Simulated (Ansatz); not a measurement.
C$_{8}$H$_{10}$O, SMILES `Cc1ccc(O)cc1C`. The species carries charge 0 and has multiplicity 1. The geometry is a stationary point of PBE0-D4/def2-TZVP. It is one conformer, not always the lowest.

```xyz
19

C    -1.744   -1.189   -0.950
C    -0.812   -0.290   -0.198
C    -1.303    0.641    0.706
C    -0.465    1.487    1.417
C     0.905    1.405    1.222
O     1.791    2.197    1.879
C     1.415    0.479    0.321
C     0.576   -0.366   -0.388
C     1.155   -1.354   -1.353
H    -2.781   -0.989   -0.680
H    -1.543   -2.245   -0.743
H    -1.649   -1.057   -2.032
H    -2.375    0.710    0.863
H    -0.878    2.207    2.118
H     1.311    2.787    2.466
H     2.489    0.429    0.182
H     0.780   -1.186   -2.367
H     0.885   -2.379   -1.084
H     2.243   -1.287   -1.380
```

What is the dipole moment at r2SCAN/def2-TZVPP? (An estimate is asked.)

Computed: 1.00 D, with components (-0.97, 0.13, 0.20) D in this frame, pointing from negative to positive charge.

And with PBE, B3LYP, ωB97M-V? (Estimate.)

Computed: PBE 0.96 D, B3LYP 1.06 D, ωB97M-V 1.07 D.

Give the Mulliken charges with r2SCAN, ωB97M-V, PBE in def2-TZVPP. (Estimate.)

The calculation gave: 
```json
{"atom": "C1", "r2SCAN": "-0.16", "ωB97M-V": "-0.32", "PBE": "-0.24"}
{"atom": "C2", "r2SCAN": "-0.02", "ωB97M-V": "-0.02", "PBE": "0.00"}
{"atom": "C3", "r2SCAN": "-0.08", "ωB97M-V": "-0.11", "PBE": "-0.12"}
{"atom": "C4", "r2SCAN": "-0.16", "ωB97M-V": "-0.16", "PBE": "-0.15"}
{"atom": "C5", "r2SCAN": "0.24", "ωB97M-V": "0.19", "PBE": "0.18"}
{"atom": "O6", "r2SCAN": "-0.32", "ωB97M-V": "-0.29", "PBE": "-0.26"}
{"atom": "C7", "r2SCAN": "-0.11", "ωB97M-V": "-0.10", "PBE": "-0.12"}
{"atom": "C8", "r2SCAN": "0.03", "ωB97M-V": "0.02", "PBE": "0.02"}
{"atom": "C9", "r2SCAN": "-0.16", "ωB97M-V": "-0.32", "PBE": "-0.24"}
{"atom": "H10", "r2SCAN": "0.04", "ωB97M-V": "0.08", "PBE": "0.07"}
{"atom": "H11", "r2SCAN": "0.06", "ωB97M-V": "0.12", "PBE": "0.09"}
{"atom": "H12", "r2SCAN": "0.06", "ωB97M-V": "0.12", "PBE": "0.09"}
{"atom": "H13", "r2SCAN": "0.08", "ωB97M-V": "0.10", "PBE": "0.09"}
{"atom": "H14", "r2SCAN": "0.06", "ωB97M-V": "0.09", "PBE": "0.07"}
{"atom": "H15", "r2SCAN": "0.21", "ωB97M-V": "0.18", "PBE": "0.19"}
{"atom": "H16", "r2SCAN": "0.08", "ωB97M-V": "0.10", "PBE": "0.08"}
{"atom": "H17", "r2SCAN": "0.06", "ωB97M-V": "0.12", "PBE": "0.09"}
{"atom": "H18", "r2SCAN": "0.06", "ωB97M-V": "0.12", "PBE": "0.09"}
{"atom": "H19", "r2SCAN": "0.04", "ωB97M-V": "0.09", "PBE": "0.08"}
```

B3LYP here is the variant with VWN-RPA as its local correlation; programs differ in this.
